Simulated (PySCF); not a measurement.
## Spectroscopy problems

Method: σ from GIAO-PBE0/pcSseg-1, structure optimised with GFN2-xTB, in PySCF 2.14.0 with density-fitted response routines (averaged over atoms made equivalent by symmetry, fast rotation or ring inversion, no solvent, one computed conformer, relativity neglected).

δ = σ(ref) − σ, references computed at the same level: $^{1}$H (σ = 31.72 ppm) and $^{13}$C (σ = 186.93 ppm) against TMS. Splittings of carbon signals by F and P are missing where no couplings were computed. Where no couplings were computed, multiplicities follow the n + 1 count of equivalent neighbours, and m marks all less simple cases (inequivalent or close neighbours, rings, F or P nearby). Shifts are as computed. Against solution values, carbons near 30 ppm lie about +3 ppm off and those near 130 ppm about +5 ppm (rms about the fit 2.1 ppm; single classes can miss by 10 ppm). Of 1328 compounds with measured shifts, 309 miss one by over three times the rms of a fit or turn the order of signals round; such compounds aren't used in these exercises. Signals without a measured value on file couldn't be tested in this way; 1H shifts scatter by 0.2 ppm about their fit, and single ones miss by 0.5 ppm.

Question: C4H8NPSi2. $^{1}$H NMR (600 MHz, computed): δ 9.35 (m, 2H), 4.60 (s, 6H). $^{13}$C{$^{1}$H} NMR (computed): δ 167.6 (C), 162.9 (CH). Identify the compound.

Answer: SMILES [SiH3]c1cpcc([SiH3])n1. 2 carbon signals for 4 carbons: some carbons are equivalent by symmetry or fast rotation. Carbon types of the structure: 2 × C, 2 × CH, leaving 6 H on heteroatoms. δC 167.6: substituted aromatic carbon next to a ring nitrogen. δC 162.9: ring CH next to a ring phosphorus. δH 9.35: hydrogen on a ring CH next to a ring phosphorus. δH 4.60: hydrogen on a silicon bonded to C.

This is the structure that produced the data.

Question: C5H3F3O. $^{1}$H NMR (300 MHz, computed): δ 6.59 (m, 2H), 2.71 (m, 1H). $^{13}$C{$^{1}$H} NMR (computed): δ 201.7, 126.3, 108.4, 21.5. Identify the compound.

Answer: SMILES C1=CC1C(=O)C(F)(F)F. The formula gives 3 degrees of unsaturation (1 ring in the answer). 4 carbon signals for 5 carbons: some carbons are equivalent by symmetry or fast rotation. Carbon types of the structure: 2 × C, 3 × CH, which accounts for all hydrogens. δC 201.7: ketone carbonyl carbon; low-lying n→π* states of the double bond to the heteroatom give a large paramagnetic term (-263 ppm). δC 126.3: CF3 carbon; 3 electronegative neighbours deshield it. δC 108.4: alkene CH; the olefinic region. δC 21.5: three-membered-ring carbon; carbons of three-membered rings are unusually shielded.

This is the structure that produced the data.

Question: C5H4F2N2O. $^{1}$H NMR (400 MHz, computed): δ 9.39 (d, 1H), 9.20 (m, 1H), 7.58 (m, 1H), 7.16 (d, 1H). $^{13}$C{$^{1}$H} NMR (computed): δ 169.3 (C), 153.2 (CH), 134.1 (CH), 120.5 (CH), 118.6 (CH). Give a structure.

Answer: `InChI=1S/C5H4F2N2O/c6-5(7)10-4-2-1-3-8-9-4/h1-3,5H`. The formula gives 4 degrees of unsaturation (1 ring in the answer). 5 carbon signals for 5 carbons: no two carbons are equivalent. Carbon types of the structure: 1 × C, 4 × CH, which accounts for all hydrogens. δC 153.2: aromatic CH next to a ring nitrogen; the adjacent pyridine-type nitrogen withdraws density from it. δC 118.6: sp3 CH bonded to 2 F and O; 3 electronegative neighbours deshield it. δH 9.39: hydrogen on an aromatic CH next to a ring nitrogen; ring current plus the neighbouring ring nitrogen. δH 9.20: hydrogen on an sp3 CH bonded to 2 F and O; its carbon carries F and O, hence the downfield position.

The shifts were computed for this structure.
